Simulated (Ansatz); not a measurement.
Mulliken charges of `C[B]1[O][GeH2]1` from PBE/def2-TZVPP in Ansatz (PBE0-D4/def2-TZVP geometry).

```tsv
atom	x (Å)	y (Å)	z (Å)	charge (e)
C1	-0.091	1.264	-1.051	-0.318
B2	0.235	0.053	-0.148	0.115
O3	1.201	-0.765	0.142	-0.231
Ge4	-0.354	-1.290	1.260	0.113
H5	-0.392	2.119	-0.441	0.114
H6	0.768	1.548	-1.664	0.112
H7	-0.935	1.031	-1.706	0.114
H8	-0.555	-2.775	0.899	-0.010
H9	0.213	-1.231	2.692	-0.010
```

By hand: the dipole of these point charges (1 e Å = 4.8032 D).

Σ q r = (-0.323, 0.208, -0.040) e Å, of length 0.386 e Å = 1.85 D.

How does the dipole of the full density compare? (Best estimate.)

Computed: (-0.277, 0.224, -0.074) e Å, 1.75 D; the point charges give 1.06 times that, at 8° from its direction.

Point charges leave out the atoms' own dipoles, such as those of lone pairs, and Mulliken's split depends on the basis, so the close match here is no proof of good charges.
